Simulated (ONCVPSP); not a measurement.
germanium ONCV: all-electron and pseudo phase curves

```json
{
  "Element": "germanium (Ge)",
  "Generator": "ONCVPSP 4.0.1",
  "Type": "optimised norm-conserving Vanderbilt (ONCV)",
  "Functional": "PBE",
  "Relativity": "scalar-relativistic",
  "Frozen core": "[Ar] 3d10",
  "Valence charge": "4",
  "Reference configuration": "4s1 4p3",
  "Partial waves": "4s: rc 1.80 bohr, ncon 3, nbas 8, qcut 3.1 1/bohr, 1 projector; 4p: rc 1.75 bohr, ncon 5, nbas 9, qcut 5.3 1/bohr, local; d scattering state at 0.23 Ha: rc 1.75 bohr, ncon 4, nbas 8, qcut 5.3 1/bohr, 3 projectors, debl 1.1 Ha",
  "Local potential": "the p channel",
  "Core correction": "Teter function, fcfact 4, rcfact 1.75"
}
```

The phase is arctan(r·R′/R) of the radial function R(r), unwrapped; energies in Ha, scanned from -2 to 5 Ha. A pole is an energy at which the radial function vanishes at the test radius. The pseudo phase is shifted by a multiple of π to meet the all-electron one at the reference energy, and phase errors are pseudo minus all-electron; the curves can meet again beyond the range given. Levels narrower than the energy grid can be missing from the lists of poles.

Problem. For each channel, where are the poles, and over which energies does the pseudopotential scatter like the atom?

Solution.

| channel | radius (bohr) | reference energy (Ha) | poles, all-electron | poles, pseudo | unbroken range about the reference energy with phases within 0.05 rad | phase error 1 Ha above the reference energy (rad) |
| --- | --- | --- | --- | --- | --- | --- |
| s | 1.83 | -0.47 | 1.59 | 1.70 | below 2.8 | +0.010 |
| p | 1.78 | -0.17 | 2.73 | 2.39 | below 2.9 | -0.011 |
| d | 1.78 | 0.23 | -1.04, 4.11 | -1.03, 4.12 | above -1.2 | +0.000 |

Note: ghosts flagged at negative energy: d at -30.7 eV; GHOST(+) flags only above 600 eV. A true bound ghost makes a file unfit for plane-wave use.

Phases in the s channel:

| E (Ha) | all-electron | pseudo |
| --- | --- | --- |
| -1.98 | 0.968 | 0.994 |
| -1.62 | 0.773 | 0.803 |
| -1.26 | 0.403 | 0.433 |
| -0.90 | -0.221 | -0.208 |
| -0.54 | -0.799 | -0.798 |
| -0.18 | -1.121 | -1.119 |
| 0.18 | -1.295 | -1.288 |
| 0.54 | -1.401 | -1.391 |
| 0.90 | -1.474 | -1.462 |
| 1.26 | -1.529 | -1.515 |
| 1.62 | -1.574 | -1.561 |
| 1.98 | -1.615 | -1.605 |
| 2.34 | -1.655 | -1.656 |
| 2.70 | -1.697 | -1.727 |
| 3.06 | -1.745 | -1.871 |
| 3.42 | -1.806 | -2.475 |
| 3.78 | -1.893 | -4.146 |
| 4.14 | -2.033 | -4.482 |
| 4.50 | -2.301 | -4.585 |
| 4.86 | -2.880 | -4.638 |
